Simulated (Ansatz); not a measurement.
Input for Ansatz (an electronic-structure program): R-PBE/def2-TZVPP on C2H6 (SMILES CC).

Ansatz 0.2 input:
```yaml
crystal:
  periodic: [false, false, false]
  atoms:
    - {symbol: C, position_ang: [-0.00000284, 0.00000000, 0.77007414]}
    - {symbol: H, position_ang: [1.01296359, -0.00000000, 1.17442581]}
    - {symbol: H, position_ang: [-0.50648037, 0.87725090, 1.17444108]}
    - {symbol: H, position_ang: [-0.50648037, -0.87725090, 1.17444108]}
    - {symbol: C, position_ang: [-0.00000284, 0.00000000, -0.77007414]}
    - {symbol: H, position_ang: [1.01296359, 0.00000000, -1.17442581]}
    - {symbol: H, position_ang: [-0.50648037, 0.87725090, -1.17444108]}
    - {symbol: H, position_ang: [-0.50648037, -0.87725090, -1.17444108]}
basis:
  gaussian:
    orbitals: def2-TZVPP
hamiltonian:
  xc: {name: PBE}
scf: {lower_state_search: off}
```

Program output:

```
WARN ansatz: RAYON_NUM_THREADS=4 ignored (pool sized by the plan → 4); use --threads N
Functional definition: PBE
these checks for a lower state are left out or cut short: stability, starts, cluster_reference, orbital_swaps, neighbouring_geometries, increment
integrals: 0.03 GiB planned
714 factors; their error is unknown
mean field: 0.42 GiB planned
mean field evaluation 1: about -2158.6695 eV, gradient 6.8e1 eV
mean field evaluation 2: about -2141.5327 eV, gradient 1.0e2 eV
mean field evaluation 4: about -2169.5425 eV, gradient 1.9e0 eV
mean field evaluation 8: about -2169.5483 eV, gradient 1.3e-2 eV
mean field evaluation 16: about -2169.5261 eV, gradient 9.1e-6 eV
mean field -2169.52607410 eV, -79.7286126656 hartree, gradient 7.7e-7 eV, S^2 0.000000; 0 other end points of the search recorded, 0 dependent functions left out
reference -2169.52611010 eV, -79.7286139886 hartree; 9, 9 occupied and 137, 137 virtual orbitals, 714 factors
Total energy: -2169.52611010 eV, -79.7286139886 hartree
Checks for a lower state left out: stability, starts, cluster_reference, orbital_swaps, neighbouring_geometries, increment
```

The run converged.

Cost: about 0.8 core-seconds (a rough figure).
